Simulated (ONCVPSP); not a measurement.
# O, ONCV: configuration errors across variants

O (Z = 8), optimised norm-conserving Vanderbilt (ONCV), made with ONCVPSP 4.0.1 (PBE, scalar-relativistic). Core [He], reference 2s2 2p2 (charge +2). Waves: 2s: rc 0.95 bohr, ncon 4, nbas 7, qcut 7.3 1/bohr, 2 projectors, debl 3.3 Ha; 2p: rc 1.90 bohr, ncon 3, nbas 7, qcut 6.5 1/bohr, 1 projector. Local part: polynomial inside 0.90 bohr (lpopt 5, dvloc0 -1 Ha). Core correction: Teter function, fcfact 2.5, rcfact 1.2.

All-electron excitation energies from the reference (eV): (1) 2s2 2p4 -50.017; (2) 2s2 2p3 -33.586; (3) 2s2 2p1 53.869; (4) 2s2 2p0 130.773.

Errors AE − PS in meV (a dash: test not solved or not reliable):

| change | (1) | (2) | (3) | (4) | bound ghosts | GHOST(+) flags above zero |
| --- | --- | --- | --- | --- | --- | --- |
| base | +803 | +337 | +707 | +3728 | none | none |
| s: qcut 4.3 | +811 | +343 | +716 | +3782 | none | none |
| s: qcut 5.3 | +808 | +340 | +713 | +3782 | none | none |
| s: qcut 5.9 | +805 | +340 | +710 | +3755 | none | none |
| s: qcut 6.8 | +803 | +340 | +707 | +3755 | none | none |
| s: qcut 7.2 | +803 | +337 | +707 | +3728 | none | none |
| s: qcut 8 | +800 | +337 | +705 | +3728 | none | none |
| s: qcut 8.7 | +797 | +337 | +705 | +3728 | none | none |
| s: qcut 9.4 | +797 | +337 | +702 | +3701 | none | none |
| s: qcut 10.4 | +795 | +335 | +702 | +3701 | none | none |

Q: Give the same row for: s: qcut 11.2.

A: +795, +335, +699, +3701; bound ghosts: none; GHOST(+) flags above zero: none.
